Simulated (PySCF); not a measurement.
## Electric field gradients and quadrupole coupling constants

Compound: Al(OH)3.
Z-matrix (Å and degrees, PBE0-D3(BJ)/def2-SVP geometry), rows numbered from 1:
```
Al
O   1  1.6953
H   2  0.9580  1  123.15
O   1  1.6951  2  120.16  3  -178.82
H   4  0.9580  1  123.42  2     1.86
O   1  1.6948  2  119.88  3     1.27
H   6  0.9580  1  123.44  2   179.69
```

Field gradients from the PBE0/pcSseg-1 (pcSseg-2 on Al) density (PySCF, non-relativistic), principal values in atomic units, ordered |Vxx| ≤ |Vyy| ≤ |Vzz|:

```tsv
atom	Vxx	Vyy	Vzz
Al1	-0.4970	-0.5004	0.9974
O2	-0.5675	-0.9015	1.4690
O4	-0.5675	-0.9017	1.4691
O6	-0.5694	-0.9004	1.4698
```

Find the asymmetry η = (Vxx − Vyy)/Vzz and the couplings χ = eQV/h (234.96 MHz × Q in barn × V in au), with Q(27Al) = 0.1466 b, Q(17O) = −0.0256 b.

```json
{"atom": "Al1", "environment": "aluminium bonded to 3 O", "nucleus": "27Al", "η": "0.00", "χzz (MHz)": "34.36", "χxx (MHz)": "-17.12", "χyy (MHz)": "-17.24"}
{"atom": "O2", "environment": "oxygen bonded to Al and H", "nucleus": "17O", "η": "0.23", "χzz (MHz)": "-8.84", "χxx (MHz)": "3.41", "χyy (MHz)": "5.42"}
{"atom": "O4", "environment": "oxygen bonded to Al and H", "nucleus": "17O", "η": "0.23", "χzz (MHz)": "-8.84", "χxx (MHz)": "3.41", "χyy (MHz)": "5.42"}
{"atom": "O6", "environment": "oxygen bonded to Al and H", "nucleus": "17O", "η": "0.23", "χzz (MHz)": "-8.84", "χxx (MHz)": "3.43", "χyy (MHz)": "5.42"}
```

The gradient is axial or nearly so (η below 0.05) at Al1. The tensor is traceless: Vxx + Vyy + Vzz = 0.

What is Vzz at Al1 in SI units (1 au = 9.71736 × 10²¹ V/m²)?

0.9974 au = 9.692 × 10²¹ V/m².

What couplings would deuterons (Q(2H) = 0.00286 b) have in place of the hydrogens, at this geometry?

```json
{"atom": "H3", "bonded to": "O2", "bond length (Å)": "0.958", "Vzz (au)": "0.4997", "η": "0.03", "χzz (kHz)": "336"}
{"atom": "H5", "bonded to": "O4", "bond length (Å)": "0.958", "Vzz (au)": "0.4999", "η": "0.03", "χzz (kHz)": "336"}
{"atom": "H7", "bonded to": "O6", "bond length (Å)": "0.958", "Vzz (au)": "0.4998", "η": "0.03", "χzz (kHz)": "336"}
```

The structure is a single PBE0-D3(BJ)/def2-SVP conformer in the gas phase; no vibrational or solvent corrections. With a basis this small, the couplings can be 20 % off.
